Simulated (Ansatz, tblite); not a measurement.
Cost and result up the ladder for B6P4Cl6, a halide-capped nanocrystal cut from zinc blende BP (6 Cl on the cations) (16 atoms). The state is a singlet with charge 0. Geometry: PBE-D4/def2-SVP.

Cartesian coordinates in Å:
```
P -0.858 2.118 0.404
P -1.180 -0.898 -1.371
P 0.005 -0.960 1.950
P 2.056 0.394 -0.617
B -0.794 0.805 1.835
B -0.377 -1.713 0.193
B -1.821 0.600 -0.303
B 0.642 1.705 -0.742
B 0.670 -0.384 -1.781
B 1.664 -0.615 0.989
Cl -1.661 1.264 3.304
Cl 0.196 -3.378 -0.029
Cl -3.524 0.423 0.158
Cl 0.715 2.764 -2.163
Cl 1.179 -0.671 -3.443
Cl 3.087 -1.454 1.614
```

Ansatz on 4 threads of Arm Neoverse V1 on a shared host; xTB runs through tblite on one thread. Times are rough, summed over both states, and most runs start from the orbitals of an earlier one. PBE0-D4/def2-SVP serves as the yardstick here, not as an exact answer. The other state is a doublet.

The xTB rows come from tblite. HOMO above LUMO, or a gap near zero within one spin, warns that the state may not be the lowest or that an electron is smeared out.

Raw xTB energies of ions are shifted by several eV.

| level | functions | wall time |
| --- | --- | --- |
| GFN1-xTB | 114 | 0.083 s |
| GFN2-xTB | 114 | 0.11 s |
| PBE-D4/def2-SVP | 264 | 39 s |
| PBE0-D4/def2-SVP (with forces) | 264 | 1.7 min |

Estimate what each level gives for the vertical IE (eV).


```
                         level  vertical IE (eV)  difference from PBE0-D4/def2-SVP (eV)                                     remarks
                      GFN1-xTB             12.99                                   4.15                                           –
                      GFN2-xTB             12.45                                   3.61                                           –
               PBE-D4/def2-SVP              8.32                                  -0.52  gap within one spin near zero (+1 doublet)
PBE0-D4/def2-SVP (with forces)              8.84                                   0.00                                           –
```
